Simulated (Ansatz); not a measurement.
**Molecular dynamics of C₂H₉FO₂Si₂**

Input file:

```yaml
crystal:
  periodic: [false, false, false]
  atoms:
    - { symbol: Si, position_ang: [-0.186997, 0.031552, -0.046694] }
    - { symbol: F, position_ang: [0.142547, 0.005485, 1.60521] }
    - { symbol: O, position_ang: [1.277103, -0.284539, -0.779669] }
    - { symbol: C, position_ang: [2.381318, -1.175284, -0.652586] }
    - { symbol: H, position_ang: [2.098918, -2.168798, -0.974557] }
    - { symbol: H, position_ang: [3.170379, -0.804539, -1.285757] }
    - { symbol: H, position_ang: [2.724099, -1.210514, 0.372593] }
    - { symbol: Si, position_ang: [-1.026148, 2.080394, -0.779059] }
    - { symbol: H, position_ang: [-2.298373, 2.377513, -0.065975] }
    - { symbol: H, position_ang: [-0.028931, 3.149513, -0.499702] }
    - { symbol: H, position_ang: [-1.27517, 1.990049, -2.242888] }
    - { symbol: O, position_ang: [-1.321222, -1.169201, -0.274479] }
    - { symbol: C, position_ang: [-1.563114, -2.518164, 0.112136] }
    - { symbol: H, position_ang: [-1.408357, -2.642747, 1.175708] }
    - { symbol: H, position_ang: [-2.587189, -2.747012, -0.133535] }
    - { symbol: H, position_ang: [-0.905862, -3.184608, -0.430447] }
basis:
  gaussian: { orbitals: "6-31G" }
hamiltonian:
  xc: hf
md:
  timestep: 0.5
  n_steps: 150
  ensemble: nve
  temperature: 300.0
  initial_velocities: maxwell_boltzmann
  seed: 403543
  masses: [{ species: H, mass: 10.0 }]
```

Launched with:

```bash
$ ansatz run input.yaml --threads 1 --pin off --max-ram 2048MiB --backend cpu --events-out ev --progress --plain --runs-dir out
```

It starts from a relaxed structure.

Output, in part (one step line in 3, the closing report, with atoms numbered from 0):

```
md step     0: t =     0.00 fs  T =   300.0 K  F+E_penalty+E_count = -24704.66386414 eV  E_kin = 0.542892 eV  conserved = -24704.12097215 eV  (35 SCF iters)
md step     3: t =     1.50 fs  T =   283.4 K  F+E_penalty+E_count = -24704.63375636 eV  E_kin = 0.512924 eV  conserved = -24704.12083262 eV  (37 SCF iters)
md step     6: t =     3.00 fs  T =   242.3 K  F+E_penalty+E_count = -24704.55904834 eV  E_kin = 0.438440 eV  conserved = -24704.12060845 eV  (37 SCF iters)
md step     9: t =     4.50 fs  T =   193.0 K  F+E_penalty+E_count = -24704.46964305 eV  E_kin = 0.349239 eV  conserved = -24704.12040360 eV  (37 SCF iters)
md step    12: t =     6.00 fs  T =   151.2 K  F+E_penalty+E_count = -24704.39384955 eV  E_kin = 0.273569 eV  conserved = -24704.12028060 eV  (37 SCF iters)
md step    15: t =     7.50 fs  T =   126.4 K  F+E_penalty+E_count = -24704.34897055 eV  E_kin = 0.228710 eV  conserved = -24704.12026057 eV  (37 SCF iters)
md step    18: t =     9.00 fs  T =   120.3 K  F+E_penalty+E_count = -24704.33799930 eV  E_kin = 0.217670 eV  conserved = -24704.12032966 eV  (59 SCF iters)
md step    21: t =    10.50 fs  T =   127.6 K  F+E_penalty+E_count = -24704.35143311 eV  E_kin = 0.230983 eV  conserved = -24704.12044979 eV  (37 SCF iters)
md step    24: t =    12.00 fs  T =   139.4 K  F+E_penalty+E_count = -24704.37284466 eV  E_kin = 0.252279 eV  conserved = -24704.12056560 eV  (37 SCF iters)
md step    27: t =    13.50 fs  T =   147.1 K  F+E_penalty+E_count = -24704.38687279 eV  E_kin = 0.266256 eV  conserved = -24704.12061716 eV  (37 SCF iters)
md step    30: t =    15.00 fs  T =   147.5 K  F+E_penalty+E_count = -24704.38751477 eV  E_kin = 0.266946 eV  conserved = -24704.12056858 eV  (37 SCF iters)
md step    33: t =    16.50 fs  T =   144.8 K  F+E_penalty+E_count = -24704.38246932 eV  E_kin = 0.262019 eV  conserved = -24704.12045034 eV  (37 SCF iters)
md step    36: t =    18.00 fs  T =   148.0 K  F+E_penalty+E_count = -24704.38813505 eV  E_kin = 0.267763 eV  conserved = -24704.12037242 eV  (38 SCF iters)
md step    39: t =    19.50 fs  T =   162.8 K  F+E_penalty+E_count = -24704.41508704 eV  E_kin = 0.294655 eV  conserved = -24704.12043188 eV  (37 SCF iters)
md step    42: t =    21.00 fs  T =   185.0 K  F+E_penalty+E_count = -24704.45534092 eV  E_kin = 0.334734 eV  conserved = -24704.12060676 eV  (38 SCF iters)
md step    45: t =    22.50 fs  T =   201.7 K  F+E_penalty+E_count = -24704.48570167 eV  E_kin = 0.364941 eV  conserved = -24704.12076112 eV  (37 SCF iters)
md step    48: t =    24.00 fs  T =   201.5 K  F+E_penalty+E_count = -24704.48546774 eV  E_kin = 0.364679 eV  conserved = -24704.12078849 eV  (37 SCF iters)
md step    51: t =    25.50 fs  T =   182.3 K  F+E_penalty+E_count = -24704.45067336 eV  E_kin = 0.329976 eV  conserved = -24704.12069701 eV  (37 SCF iters)
md step    54: t =    27.00 fs  T =   151.1 K  F+E_penalty+E_count = -24704.39392147 eV  E_kin = 0.273369 eV  conserved = -24704.12055269 eV  (37 SCF iters)
md step    57: t =    28.50 fs  T =   119.1 K  F+E_penalty+E_count = -24704.33594723 eV  E_kin = 0.215542 eV  conserved = -24704.12040556 eV  (37 SCF iters)
md step    60: t =    30.00 fs  T =    98.1 K  F+E_penalty+E_count = -24704.29783732 eV  E_kin = 0.177535 eV  conserved = -24704.12030205 eV  (37 SCF iters)
md step    63: t =    31.50 fs  T =    95.9 K  F+E_penalty+E_count = -24704.29386357 eV  E_kin = 0.173560 eV  conserved = -24704.12030321 eV  (37 SCF iters)
md step    66: t =    33.00 fs  T =   112.2 K  F+E_penalty+E_count = -24704.32347279 eV  E_kin = 0.203042 eV  conserved = -24704.12043129 eV  (36 SCF iters)
md step    69: t =    34.50 fs  T =   137.2 K  F+E_penalty+E_count = -24704.36897245 eV  E_kin = 0.248359 eV  conserved = -24704.12061389 eV  (38 SCF iters)
md step    72: t =    36.00 fs  T =   157.4 K  F+E_penalty+E_count = -24704.40563292 eV  E_kin = 0.284911 eV  conserved = -24704.12072144 eV  (37 SCF iters)
md step    75: t =    37.50 fs  T =   164.6 K  F+E_penalty+E_count = -24704.41851233 eV  E_kin = 0.297828 eV  conserved = -24704.12068452 eV  (38 SCF iters)
md step    78: t =    39.00 fs  T =   160.8 K  F+E_penalty+E_count = -24704.41161114 eV  E_kin = 0.291057 eV  conserved = -24704.12055412 eV  (37 SCF iters)
md step    81: t =    40.50 fs  T =   155.2 K  F+E_penalty+E_count = -24704.40124633 eV  E_kin = 0.280792 eV  conserved = -24704.12045394 eV  (37 SCF iters)
md step    84: t =    42.00 fs  T =   154.5 K  F+E_penalty+E_count = -24704.39999231 eV  E_kin = 0.279528 eV  conserved = -24704.12046428 eV  (37 SCF iters)
md step    87: t =    43.50 fs  T =   158.0 K  F+E_penalty+E_count = -24704.40640897 eV  E_kin = 0.285861 eV  conserved = -24704.12054747 eV  (37 SCF iters)
md step    90: t =    45.00 fs  T =   159.6 K  F+E_penalty+E_count = -24704.40948641 eV  E_kin = 0.288881 eV  conserved = -24704.12060561 eV  (38 SCF iters)
md step    93: t =    46.50 fs  T =   155.1 K  F+E_penalty+E_count = -24704.40119762 eV  E_kin = 0.280613 eV  conserved = -24704.12058431 eV  (37 SCF iters)
md step    96: t =    48.00 fs  T =   145.6 K  F+E_penalty+E_count = -24704.38392722 eV  E_kin = 0.263420 eV  conserved = -24704.12050763 eV  (38 SCF iters)
md step    99: t =    49.50 fs  T =   136.6 K  F+E_penalty+E_count = -24704.36757530 eV  E_kin = 0.247137 eV  conserved = -24704.12043826 eV  (38 SCF iters)
md step   102: t =    51.00 fs  T =   133.2 K  F+E_penalty+E_count = -24704.36154791 eV  E_kin = 0.241132 eV  conserved = -24704.12041565 eV  (38 SCF iters)
md step   105: t =    52.50 fs  T =   137.4 K  F+E_penalty+E_count = -24704.36915305 eV  E_kin = 0.248713 eV  conserved = -24704.12044010 eV  (38 SCF iters)
md step   108: t =    54.00 fs  T =   147.5 K  F+E_penalty+E_count = -24704.38738894 eV  E_kin = 0.266904 eV  conserved = -24704.12048447 eV  (38 SCF iters)
md step   111: t =    55.50 fs  T =   160.1 K  F+E_penalty+E_count = -24704.41033604 eV  E_kin = 0.289813 eV  conserved = -24704.12052288 eV  (37 SCF iters)
md step   114: t =    57.00 fs  T =   172.5 K  F+E_penalty+E_count = -24704.43274900 eV  E_kin = 0.312206 eV  conserved = -24704.12054342 eV  (59 SCF iters)
md step   117: t =    58.50 fs  T =   183.0 K  F+E_penalty+E_count = -24704.45170779 eV  E_kin = 0.331156 eV  conserved = -24704.12055153 eV  (37 SCF iters)
md step   120: t =    60.00 fs  T =   191.0 K  F+E_penalty+E_count = -24704.46620462 eV  E_kin = 0.345648 eV  conserved = -24704.12055708 eV  (37 SCF iters)
md step   123: t =    61.50 fs  T =   196.2 K  F+E_penalty+E_count = -24704.47555873 eV  E_kin = 0.354983 eV  conserved = -24704.12057549 eV  (37 SCF iters)
md step   126: t =    63.00 fs  T =   197.1 K  F+E_penalty+E_count = -24704.47736157 eV  E_kin = 0.356746 eV  conserved = -24704.12061589 eV  (37 SCF iters)
md step   129: t =    64.50 fs  T =   191.0 K  F+E_penalty+E_count = -24704.46630566 eV  E_kin = 0.345641 eV  conserved = -24704.12066477 eV  (37 SCF iters)
md step   132: t =    66.00 fs  T =   174.5 K  F+E_penalty+E_count = -24704.43644038 eV  E_kin = 0.315767 eV  conserved = -24704.12067338 eV  (38 SCF iters)
md step   135: t =    67.50 fs  T =   147.6 K  F+E_penalty+E_count = -24704.38763634 eV  E_kin = 0.267042 eV  conserved = -24704.12059395 eV  (37 SCF iters)
md step   138: t =    69.00 fs  T =   116.7 K  F+E_penalty+E_count = -24704.33161548 eV  E_kin = 0.211180 eV  conserved = -24704.12043582 eV  (38 SCF iters)
md step   141: t =    70.50 fs  T =    93.9 K  F+E_penalty+E_count = -24704.29021210 eV  E_kin = 0.169927 eV  conserved = -24704.12028477 eV  (37 SCF iters)
md step   144: t =    72.00 fs  T =    90.4 K  F+E_penalty+E_count = -24704.28388383 eV  E_kin = 0.163639 eV  conserved = -24704.12024521 eV  (37 SCF iters)
md step   147: t =    73.50 fs  T =   109.1 K  F+E_penalty+E_count = -24704.31786233 eV  E_kin = 0.197506 eV  conserved = -24704.12035622 eV  (37 SCF iters)
md step   150: t =    75.00 fs  T =   141.7 K  F+E_penalty+E_count = -24704.37692604 eV  E_kin = 0.256368 eV  conserved = -24704.12055821 eV  (59 SCF iters)
Total energy: -24704.37692604 eV, -907.8691068040 hartree
Atom 0 at    -0.204045     0.044880    -0.100462 Å, force     1.114614     0.857112     0.768910 eV/Å
Atom 1 at     0.161245     0.236436     1.544504 Å, force     0.021465    -0.128238    -0.168838 eV/Å
Atom 2 at     1.286208    -0.309987    -0.801470 Å, force     0.260276    -0.456638     0.009951 eV/Å
Atom 3 at     2.380703    -1.237532    -0.641652 Å, force     0.005710     0.185504     1.187719 eV/Å
Atom 4 at     2.116540    -2.184721    -1.048187 Å, force    -0.331611    -0.569045    -0.333225 eV/Å
Atom 5 at     3.258025    -0.889536    -1.162517 Å, force    -0.227447     0.432230    -0.042923 eV/Å
Atom 6 at     2.643418    -1.395892     0.425751 Å, force    -0.358480     0.412320    -0.836321 eV/Å
Atom 7 at    -1.062429     2.095064    -0.802280 Å, force     1.186527    -0.418208    -0.221214 eV/Å
Atom 8 at    -2.295657     2.331232    -0.146224 Å, force    -1.545621     0.054038     0.543178 eV/Å
Atom 9 at    -0.183649     3.164538    -0.310513 Å, force     0.471149     0.225447    -0.050207 eV/Å
Atom 10 at    -1.166645     2.106954    -2.260450 Å, force    -0.125894     0.096434    -0.503418 eV/Å
Atom 11 at    -1.322339    -1.150696    -0.124796 Å, force    -0.586581    -1.259776    -0.344490 eV/Å
Atom 12 at    -1.540916    -2.538590     0.101998 Å, force     0.547500     0.006621     1.594627 eV/Å
Atom 13 at    -1.183649    -2.868689     1.090222 Å, force    -0.135360     0.607721    -0.403077 eV/Å
Atom 14 at    -2.571138    -2.761294     0.053861 Å, force    -1.006555     0.253677    -0.103733 eV/Å
Atom 15 at    -1.052184    -3.150731    -0.600503 Å, force     0.710309    -0.299198    -1.096940 eV/Å
Dipole moment:     0.032633    -0.536862    -0.346393 e Å
```

The run went to its last step. The conserved energy stayed within 0.046 meV per atom of its start (net change 0.026 meV per atom), so the integration is sound. The temperature averaged 0.51 of the 300 K drawn at the start: a run that starts near a minimum puts about half its kinetic energy into the potential. A run of 0.075 ps of so small a system gives no equilibrium averages. Limits of this set-up: no polarisation functions.

The same pairs are bonded in the first frame and the last. Pairs count as bonded within 1.25 times the sum of covalent radii (0.12 Å more for H–H).

Last frame:

```xyz
16
Properties=species:S:1:pos:R:3
Si -0.204 0.045 -0.101
F 0.161 0.236 1.544
O 1.286 -0.310 -0.801
C 2.381 -1.238 -0.642
H 2.116 -2.185 -1.048
H 3.258 -0.889 -1.163
H 2.643 -1.396 0.426
Si -1.062 2.095 -0.802
H -2.296 2.331 -0.146
H -0.184 3.164 -0.310
H -1.167 2.107 -2.260
O -1.322 -1.151 -0.125
C -1.541 -2.539 0.102
H -1.184 -2.869 1.090
H -2.571 -2.761 0.054
H -1.052 -3.151 -0.601
```

Run time: 7.3 min on 1 thread of Arm Neoverse V2 (shared host), peak memory 0.21 GiB.
